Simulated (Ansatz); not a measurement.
Reaction (substitution at a C–O bond): `C[O][GeH3]` + `[NH]=[Ta]([NH2])([NH2])[NH2]` → `C[N]=[Ta]([NH2])([NH2])[NH2]` + `[OH][GeH3]`

Calculated with Ansatz (gas phase, PBE0-D4/def2-TZVP geometries, no zero-point term in ΔE). CCSD(T)/CBS is the MP2 limit (def2-TZVPP, def2-QZVPP) plus CCSD(T) − MP2 in def2-TZVPP, frozen cores. Functionals use def2-TZVPP. B3LYP here is the variant with VWN-RPA as its local correlation; programs differ in this. Elements past krypton have def2 core potentials. For Ge, Ta outer-core shells are correlated without core-valence functions, which leaves a few kJ/mol of doubt a bond. Scalar relativity is left out up to krypton. Each species was taken in one conformer, which may not be the lowest.

```json
{"level": "PBE-D4", "ΔE (kcal/mol)": "-9.1", "difference from CCSD(T)/CBS": "-0.4"}
{"level": "r2SCAN-D4", "ΔE (kcal/mol)": "-8.5", "difference from CCSD(T)/CBS": "0.2"}
{"level": "PBE0-D4", "ΔE (kcal/mol)": "-9.1", "difference from CCSD(T)/CBS": "-0.4"}
{"level": "B2PLYP", "ΔE (kcal/mol)": "-9.0", "difference from CCSD(T)/CBS": "-0.3"}
{"level": "PBE", "ΔE (kcal/mol)": "-9.1", "difference from CCSD(T)/CBS": "-0.4"}
{"level": "r2SCAN", "ΔE (kcal/mol)": "-8.4", "difference from CCSD(T)/CBS": "0.3"}
{"level": "B3LYP", "ΔE (kcal/mol)": "-8.2", "difference from CCSD(T)/CBS": "0.5"}
{"level": "MP2/def2-TZVPP", "ΔE (kcal/mol)": "-11.0", "difference from CCSD(T)/CBS": "-2.3"}
{"level": "SCS-MP2/def2-TZVPP", "ΔE (kcal/mol)": "-9.9", "difference from CCSD(T)/CBS": "-1.2"}
{"level": "CCSD/def2-TZVPP", "ΔE (kcal/mol)": "-8.4", "difference from CCSD(T)/CBS": "0.3"}
{"level": "CCSD(T)/CBS", "ΔE (kcal/mol)": "-8.7", "difference from CCSD(T)/CBS": "0"}
```

Largest T1 diagnostic among the species: 0.018.

In def2-TZVPP, CCSD(T) changes the Hartree–Fock value by −2.4 kcal/mol (the triples alone add −0.4 kcal/mol) and MP2 by −4.7 kcal/mol.
